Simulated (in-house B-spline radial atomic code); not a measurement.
Configurations of Zr²⁺, with energies counted from [Kr] 4d2. Computed with a B-spline radial code for spherical atoms: scalar-relativistic (X2C) SCAN, spin-polarised, spherical fractional occupations, Fermi nucleus of rms radius 4.2694 fm. Shells without spins written out take the highest spin.

Occupations are held fixed; configurations that lie above the ionisation limit could autoionise.

```json
{"configuration": "[Kr] 4d(0 up, 1 down) 5p(0 up, 1 down)", "E - E(ref) (eV)": "6.7273", "highest orbital": "5p down", "its <r> (bohr)": "3.652"}
{"configuration": "[Kr] 4d1 5d1", "E - E(ref) (eV)": "12.729", "highest orbital": "5d up", "its <r> (bohr)": "5.203"}
{"configuration": "[Kr] 4d(1 up, 0 down) 5f(0 up, 1 down)", "E - E(ref) (eV)": "17.738", "highest orbital": "5f down", "its <r> (bohr)": "9.761"}
{"configuration": "[Ar] 3d10 4s2 4p5 4d2 5p1", "E - E(ref) (eV)": "36.624", "highest orbital": "5p up", "its <r> (bohr)": "3.553"}
{"configuration": "[Ar] 3d10 4s2 4p(3 up, 2 down) 4d(2 up, 0 down) 5d(0 up, 1 down)", "E - E(ref) (eV)": "43.19", "highest orbital": "5d down", "its <r> (bohr)": "5.244"}
{"configuration": "[Ar] 3d10 4s2 4p5 4d2 5f1", "E - E(ref) (eV)": "47.772", "highest orbital": "5f up", "its <r> (bohr)": "9.126"}
```

Question: Order these further configurations by energy, lowest first.
A. [Kr] 4d(0 up, 1 down) 5s(0 up, 1 down)
B. [Ar] 3d9 4s2 4p6 4d2 5f1
C. [Ar] 3d10 4s2 4p5 4d2 4f1
D. [Ar] 3d9 4s2 4p6 4d3
E. [Ar] 3d9 4s2 4p6 4d2 5p1

Answer: A (1.8506 eV), C (45.033 eV), D (181.34 eV), E (190.17 eV), B (201.54 eV).

Question: How far above the reference does [Ar] 3d10 4s2 4p5 4d3 lie?

Answer: 28.36 eV; its least bound orbital is 4d up with <r> = 1.904 bohr.
